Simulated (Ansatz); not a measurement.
H$_{2}$S$_{2}$, charge +1, doublet, geometry from GFN2-xTB (a state made from the parent by changing its charge; the spin is typed, not shown lowest); MP2/aug-cc-pVDZ in Ansatz (a program for electronic structure).

Input for Ansatz:
Ansatz 0.2 input:
```yaml
crystal:
  periodic: [false, false, false]
  atoms:
    - {symbol: S, position_ang: [-0.80955851, -0.03765018, 0.59460666]}
    - {symbol: S, position_ang: [0.80955851, 0.03765018, -0.59460666]}
    - {symbol: H, position_ang: [-1.71863123, -0.08126760, -0.40514565]}
    - {symbol: H, position_ang: [1.71863123, 0.08126760, 0.40514566]}
basis:
  gaussian:
    orbitals: aug-cc-pVDZ
total_charge: 1
magnetization: {spin_polarized: true, initial_magnetization: 1}
correlation: {method: mp2, electrons: outside_noble_gas}
accuracy: high
```

**Question.** What does Ansatz print? Leave out banner, timings and long lists.

**Answer.** 
```
Functional definition: HF
1440 factors; integrals over basis functions are off by at most 3.6e-9 eV
mean field evaluation 1: about -21657.3685 eV, gradient 9.0e0 eV
mean field evaluation 2: about -21657.3707 eV, gradient 9.0e0 eV
mean field evaluation 4: about -21658.1516 eV, gradient 1.0e0 eV
mean field evaluation 8: about -21658.1670 eV, gradient 3.3e-3 eV
mean field evaluation 16: about -21658.1605 eV, gradient 2.9e-1 eV
mean field -21658.16702627 eV, -795.9229577826 hartree, gradient 5.1e-8 eV, S^2 0.776246; 2 other end points of the search recorded, 0 dependent functions left out
10 core orbitals not correlated
reference -21658.16702627 eV, -795.9229577826 hartree; 7, 6 occupied and 55, 56 virtual orbitals, 1440 factors
second order -7.28856341 eV of doubles, -0.00000000 eV of singles
Total energy: -21665.45558968 eV, -796.1908075475 hartree
```
